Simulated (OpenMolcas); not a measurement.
## Predicting a hybrid from its neighbours: CHClFGeN

The species is CHClFGeN (6 atoms), meant as a singlet with charge 0. As SMILES, `N#[C][GeH]([F])[Cl]`. Geometry: relaxed at PBE0-D4/def2-TZVP.

The dipole moment y, in D, basis cc-pVDZ; a is the functional's share of exact exchange. Programs: OpenMolcas 26.06.

| functional | program | a | y (D) |
| --- | --- | --- | --- |
| r2SCAN | OpenMolcas | 0 | 2.79 |
| TPSS | OpenMolcas | 0 | 2.67 |
| B3LYP | OpenMolcas | 0.2 | ? |
| PBE0 | OpenMolcas | 0.25 | 2.81 |
| BHLYP | OpenMolcas | 0.5 | 2.94 |

Question: Fit y = c + s·a to the known rows and predict B3LYP.

Answer: 
1. Means of the 4 rows: a = 0.1875, y = 2.803.
2. Σ(Δa)² = 0.17188, Σ(Δa·Δy) = 0.070625, so the slope is 0.070625/0.17188 = 0.4109.
3. Intercept: 2.803 − (0.4109) × 0.1875 = 2.726. The largest residual of the fit is 0.064.
4. B3LYP: 2.726 + (0.4109) × 0.2 = 2.81 D.

The run gave 2.78 D, so the prediction is off by +0.03 D, within the largest residual. More exact exchange makes the molecule more polar here. The rows mix families of semi-local functionals, which the line can't see.
